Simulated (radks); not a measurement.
The numbers below are computed, except where a source is named.
Coulomb parameter of the 3d shell of the nickel ion Ni2+ in the model configuration [Ar] 3d6.5 4s1.5, as a second difference U = [E(n + 0.5) + E(n - 0.5) - 2 E(n)] / (0.5)^2 with all orbitals relaxed. "Bare": the charge of the atom changes with n. "Screened": the 4s shell takes up the change at fixed total charge, which measures U(3d,3d) + U(4s,4s) - 2 U(3d,4s). Code: a radial shooting solver on a logarithmic mesh with Libxc functionals. Model: scalar-relativistic Kohn-Sham, r2SCAN, spin-unpolarised, spherical densities, finite nucleus; meta-GGA in the generalised Kohn-Sham scheme; Fermi nuclear charge, rms radius 3.7757 fm.

| case | configuration | E - E(n) (eV) |
|---|---|---|
| start | [Ar] 3d6.5 4s1.5 | 0.000 |
| bare +0.5 | [Ar] 3d7 4s1.5 | -17.117 |
| bare -0.5 | [Ar] 3d6 4s1.5 | 21.942 |
| screened +0.5 | [Ar] 3d7 4s1 | -6.322 |
| screened -0.5 | [Ar] 3d6 4s2 | 7.535 |

U(bare) = 19.301 eV, U(screened by 4s) = 4.849 eV, against the Slater integral F0(3d,3d) = 28.423 eV with frozen orbitals.
